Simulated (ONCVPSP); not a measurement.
# Ag: excitation energies, all-electron against ONCV

Ag (Z = 47), optimised norm-conserving Vanderbilt (ONCV), made with ONCVPSP 4.0.1 (PBE, fully relativistic). Core [Ar] 3d10, reference 4s2 4p6 4d10 5s1. Waves: 4s+5s: rc 1.55 bohr, ncon 3, nbas 6, qcut 8 1/bohr, 3 projectors, debl 1.1 Ha; 4p: rc 1.45 bohr, ncon 4, nbas 8, qcut 9.8 1/bohr, 2 projectors, debl 2.1 Ha; 4d: rc 1.30 bohr, ncon 4, nbas 8, qcut 7.4 1/bohr, 2 projectors, debl 1.8 Ha. Local part: polynomial inside 0.85 bohr (lpopt 5, dvloc0 0 Ha). Core correction: none.

Open shells are filled in proportion to 2j + 1.

Energies are relative to the spin-unpolarised reference configuration 4s2 4p6 4d10 5s1; without spin polarisation the order of configurations can differ from experiment.

```
valence configuration  charge  ΔE all-electron (eV)  error AE − PS (meV)
     4s2 4p6 4d10 5s0      +1                 7.759                  0.0
      4s2 4p6 4d9 5s0      +2                29.875                 +0.8
      4s2 4p6 4d8 5s0      +3                66.065                 +4.5
     4s1 4p6 4d10 5s1      +1               102.032                 -197
```

Levels in the configuration 4s1 4p6 4d10 5s1:

```json
{"level": "4s j=1/2", "all-electron (eV)": "-109.539", "pseudo (eV)": "-109.931"}
{"level": "4p j=3/2", "all-electron (eV)": "-71.110", "pseudo (eV)": "-71.297"}
{"level": "4p j=1/2", "all-electron (eV)": "-76.321", "pseudo (eV)": "-76.545"}
{"level": "4d j=5/2", "all-electron (eV)": "-20.035", "pseudo (eV)": "-20.030"}
{"level": "4d j=3/2", "all-electron (eV)": "-20.666", "pseudo (eV)": "-20.662"}
{"level": "5s j=1/2", "all-electron (eV)": "-12.864", "pseudo (eV)": "-12.876"}
```
